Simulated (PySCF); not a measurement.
# From computed data to an observable: dipole moment from atomic charges

Mg(I)(Et) (C₂H₅IMg), SMILES [I][Mg][CH2]C. Atoms are numbered in the order given.

```xyz
9

Mg     0.3104     1.1124     0.0000
I     -0.0536    -1.4454     0.0000
C      0.6084     3.1929     0.0000
C     -0.6631     4.0575     0.0000
H      1.2339     3.4377    -0.8784
H      1.2339     3.4377     0.8784
H     -1.2944     3.8698     0.8854
H     -1.2944     3.8698    -0.8854
H     -0.4340     5.1391     0.0000
```

Coordinates come from a B3LYP-D3(BJ)/def2-SVP optimisation. The def2 effective core potentials stand for the cores of I; spin–orbit coupling is left out. One conformer was computed; it need not be the lowest.

Charges (e) from PBE/def2-TZVP run with PySCF:

| atom | ESP fit | Mulliken |
|---|---|---|
| Mg1 | 0.474 | 0.620 |
| I2 | -0.339 | -0.381 |
| C3 | 0.041 | -0.518 |
| C4 | -0.171 | -0.356 |
| H5 | -0.049 | 0.139 |
| H6 | -0.049 | 0.139 |
| H7 | 0.029 | 0.119 |
| H8 | 0.029 | 0.119 |
| H9 | 0.035 | 0.118 |

The dipole moment of the full density is 2.21 D.

Problem. What dipole moment does each set of point charges give, and which comes closer to that of the density?

Solution. 
μ = Σ q r, and 1 e Å = 4.8032 D.
ESP fit: Σ q r = (0.092, 0.522, 0.000) e Å, |μ| = 2.55 D.
Mulliken: Σ q r = (0.118, 0.625, 0.000) e Å, |μ| = 3.06 D.
ESP fit comes closer in size. Point charges leave out the atoms' own dipoles (lone pairs, polarised bonds); fits to the potential absorb them, partitions of the density don't.
